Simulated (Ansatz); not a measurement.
C$_{2}$H$_{6}$FMoNO$_{2}$, SMILES `C[N]=[Mo](=[O])([F])[O]C`, 13 atoms. Charge 0, multiplicity 1. Correlated methods include outer-core shells of Mo, which these sets cover unevenly. Mo: def2 effective core potential. Hardware: A = 2 threads of an AMD EPYC 7R13 on a shared host; B = 2 threads of an AMD EPYC 7R13 on a shared host and a share of an NVIDIA H100 80 GB. Correlated methods freeze the cores. Open-shell runs search over several starts.

(1) Give the basis size and wall time and peak host memory of each of these runs in Ansatz. UKS r2SCAN-D4/def2-TZVPP energy of the cation [B]; RKS BLYP-D4/def2-TZVPP energy [B]; RKS PBE0-D4/def2-SVP energy [A]; RHF-CCSD(T)/def2-TZVPP energy [B]; UKS B3LYP-D4/def2-TZVPP energy of the cation [B]; direct RPA on PBE orbitals/def2-TZVPP energy [B]; RKS ωB97M-V/def2-QZVPP energy [B]; RKS PBE0-D4/def2-TZVP relaxation (9 steps) [B]; RKS PBE0-D4/def2-TZVP frequencies [B]; UKS PBE-D4/def2-TZVPP energy of the cation [B]; UKS ωB97M-V/def2-TZVPP energy of the cation [B]; RHF-MP2/def2-QZVPP energy [B]. (Best estimate.)

Results:

(1) The calculation gave: Other jobs shared the machine, so times are rough.

```
                                level                       job  functions  wall time  peak host memory (GiB)
                 RKS PBE0-D4/def2-SVP                energy [A]        145      3.4 s                    0.72
direct RPA on PBE orbitals/def2-TZVPP                energy [B]        326       10 s                     1.5
               RKS BLYP-D4/def2-TZVPP                energy [B]        326       11 s                    0.85
              UKS B3LYP-D4/def2-TZVPP  energy of the cation [B]        326       14 s                    0.93
             UKS r2SCAN-D4/def2-TZVPP  energy of the cation [B]        326       15 s                       1
                UKS PBE-D4/def2-TZVPP  energy of the cation [B]        326       15 s                    0.93
                   RHF-MP2/def2-QZVPP                energy [B]        603       16 s                     1.2
               UKS ωB97M-V/def2-TZVPP  energy of the cation [B]        326       17 s                     1.2
               RKS ωB97M-V/def2-QZVPP                energy [B]        603       19 s                     1.3
               RHF-CCSD(T)/def2-TZVPP                energy [B]        326       28 s                     1.5
                RKS PBE0-D4/def2-TZVP  relaxation (9 steps) [B]        262       38 s                    0.92
                RKS PBE0-D4/def2-TZVP           frequencies [B]        262    2.8 min                     0.9
```

B3LYP here is the variant with VWN-RPA as its local correlation; programs differ in this.
